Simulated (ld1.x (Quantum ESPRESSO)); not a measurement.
Pr (Z = 59): one change to a TM potential, before and after

* Element: Pr (Z = 59)
* Generator: ld1.x (Quantum ESPRESSO) 7.5
* Type: norm-conserving Troullier–Martins (Kleinman–Bylander form)
* Functional: PBEsol
* Relativity: fully relativistic
* Frozen core: [Xe] 4f2
* Valence charge: 3
* Reference configuration: 5d1 6s1.5 6p0.5
* Partial waves: 6p (bound): rc 3.60 bohr; 5d (bound): rc 2.60 bohr; 6s (bound): rc 3.95 bohr
* Local potential: the s channel
* Core correction: none

Open shells are filled in proportion to 2j + 1 (rel_dist='average').

All-electron outer shells of the reference configuration (PBEsol, scalar-relativistic, ld1.x):

```
shell  level (eV)  outermost node (bohr)  outermost maximum (bohr)
   5p      -24.56                   0.79                      1.51
   4f       -6.85                      –                      0.68
   6s       -4.17                   1.77                      3.66
   5d       -3.49                   0.90                      2.11
   6p       -1.62                   2.10                      4.76
```

Change: wave 6p (bound): rc 3.60 bohr becomes 6p (bound): rc 4.46 bohr.

Cutoffs: the cutoffs (Ry, on a coarse ladder) from which the occupation-weighted sum of valence levels, in a spherical-Bessel basis at the reference potential, stays within 10 and 1 mRy of its value at 400 Ry; they do not see the model core or the augmentation charge, which bear on the density cutoff. Errors are all-electron minus pseudo energies relative to the spin-unpolarised reference configuration.

Predict the effect on cutoff, ghosts and configuration errors.

The potential gets neither clearly harder nor softer (12 Ry and 15 Ry → 12 Ry and 15 Ry); of the 7 tests that both files solve, the error grows in 4 and shrinks in 1 by more than 15 % and 0.3 meV (median size 8.9 → 8.2 meV); neither file shows a bound ghost.

| quantity | base | changed |
| --- | --- | --- |
| cutoff, loose | 12 Ry | 12 Ry |
| cutoff, tight | 15 Ry | 15 Ry |
| bound ghosts | none | none |
| error for 5d1 6s2 6p0, meV [ΔE -1.26 eV] | -0.4 | -1.2 |
| error for 5d1 6s1 6p0, meV [ΔE 4.94 eV] | -12 | -11 |
| error for 5d1 6s0 6p0, meV [ΔE 16.16 eV] | +24 | +28 |
| error for 5d1.5 6s1.5 6p0, meV [ΔE -0.79 eV] | +8.9 | +7.2 |
| error for 5d1 6s1 6p1, meV [ΔE 1.28 eV] | -0.2 | -1.3 |
| error for 5d1 6s0 6p1, meV [ΔE 8.09 eV] | +2.4 | -8.2 |
| error for 5d0 6s2 6p0, meV [ΔE 5.15 eV] | +147 | +150 |
